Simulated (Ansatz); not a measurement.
Geometry optimisation, Ansatz 0.2.0, DFT PBE, scalar-relativistic, plane waves, PAW.

The input (input.yaml):

```yaml
crystal:
  lattice:
    - [0.0, 5.43, 5.43]
    - [5.43, 0.0, 5.43]
    - [5.43, 5.43, 0.0]
  atoms:
    - { symbol: Si, position: [0.0, 0.0, 0.0] }
    - { symbol: Si, position: [0.125, 0.125, 0.125] }
    - { symbol: Si, position: [0.0, 0.0, 0.5] }
    - { symbol: Si, position: [0.125, 0.125, 0.625] }
    - { symbol: Si, position: [0.0, 0.5, 0.0] }
    - { symbol: Si, position: [0.125, 0.625, 0.125] }
    - { symbol: Si, position: [0.0, 0.5, 0.5] }
    - { symbol: Si, position: [0.125, 0.625, 0.625] }
    - { symbol: Si, position: [0.5, 0.0, 0.0] }
    - { symbol: Si, position: [0.625, 0.125, 0.125] }
    - { symbol: Si, position: [0.5, 0.0, 0.5] }
    - { symbol: Si, position: [0.625, 0.125, 0.625] }
    - { symbol: Si, position: [0.5, 0.5, 0.0] }
    - { symbol: Si, position: [0.625, 0.625, 0.125] }
    - { symbol: Si, position: [0.5, 0.5, 0.5] }
    - { symbol: Si, position: [0.625, 0.625, 0.625] }
    - { symbol: Li, position: [0.30824521, 0.81666904, 0.31119391] }
total_charge: 1
basis:
  ecutwfc: 420.0
kpoints:
  mp_grid: { grid: [2, 2, 2] }
hamiltonian:
  xc: pbe
  pseudopotentials: { kind: paw, azcp: { folder: soft_1 } }
scf:
  occupations: { method: fermi_dirac, width: 0.02 }
  lower_state_search: "off"
relax:
  f_tol: 0.03
  max_steps: 60
  adjacent_minimum: "off"
output:
  write_density: true
  write_potential: true
  elf: true
  volumetric_format: npy
```

Run as:

```bash
$ ansatz run input.yaml --threads 1 --pin off --max-ram 3072MiB --backend cpu --events-out ev --progress --plain --runs-dir out
```

**Question.** Where does it end, and by what steps?

**Answer.** It converged. Limits of this set-up: charged cell in a uniform background, uncorrected. After 9 steps the energy has fallen by 0.986 eV; Li17 moved furthest, 1.10 Å. Joined: Si1–Li17 (3.50 → 2.74 Å), Si6–Li17 (3.52 → 2.39 Å), Si7–Li17 (3.52 → 2.74 Å), Si13–Li17 (3.54 → 2.74 Å).

```tsv
step	energy less start (eV)	largest force component (eV/Å)	accepted
0	0.0000	1.440	yes
1	-0.3361	0.455	yes
2	-0.3977	0.054	yes
3	-0.4061	0.096	yes
4	-0.4818	0.310	yes
5	-0.6185	0.414	yes
6	-0.7778	0.384	yes
7	-0.9074	0.214	yes
8	-0.9842	0.030	yes
9	-0.9865	0.006	yes
```

```xyz
17
Lattice="0.0000 5.4300 5.4300 5.4300 0.0000 5.4300 5.4300 5.4300 0.0000" Properties=species:S:1:pos:R:3
Si 0.041 0.017 0.040
Si 1.422 1.371 1.421
Si 2.777 2.754 0.041
Si 4.105 4.120 1.407
Si 2.755 0.037 2.754
Si 4.087 1.370 4.086
Si 5.471 2.753 2.733
Si 6.852 4.135 4.088
Si 0.042 2.754 2.776
Si 1.408 4.120 4.104
Si 2.757 5.469 2.756
Si 4.106 6.818 4.105
Si 2.734 2.753 5.470
Si 4.089 4.135 6.851
Si 5.472 5.490 5.471
Si 6.838 6.817 6.837
Li 5.470 2.752 5.469
```

The run took 65 s on 1 thread of Arm Neoverse V1 (shared host), peak memory 0.53 GiB.
